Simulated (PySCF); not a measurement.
Cl⁺: excitation energy

Cl⁺ [Ne] 3s2 3p4 (3P) → Cl⁺ [Ne] 3s1 3p4 3d1 (high-spin determinant), as a difference of total energies. All numbers are calculated (PySCF 2.14, no relativity, point nucleus, in aug-cc-pV(Q+d)Z with one added diffuse shell each of s, p, d, f, g type (8s7p6d4f3g, 114 functions)). Correlated levels: valence: [Ne] frozen. The calculations carry no spin-orbit coupling.

```tsv
method	excitation energy (eV)
UHF	24.745
LDA	25.211
PBE	24.905
PBE0	25.155
r2SCAN	24.750
r2SCANh	24.843
M06-L	25.574
B3LYP	25.403
MP2 (valence)	25.277
SCS-MP2 (valence)	25.490
```

Task: How much does correlation contribute at MP2 (valence)?

Result: 25.277 − (24.745) = 0.532 eV, measured against UHF.

The upper state lies above the first ionisation limit, where it may autoionise and the basis confines it.

The promoted electron is Rydberg-like, and one or two diffuse shells describe it only roughly, which tends to raise the upper state.

The determinant of the upper state mixes LS terms, which raises its energy above the lowest term, most at the Hartree-Fock and MP2 levels.
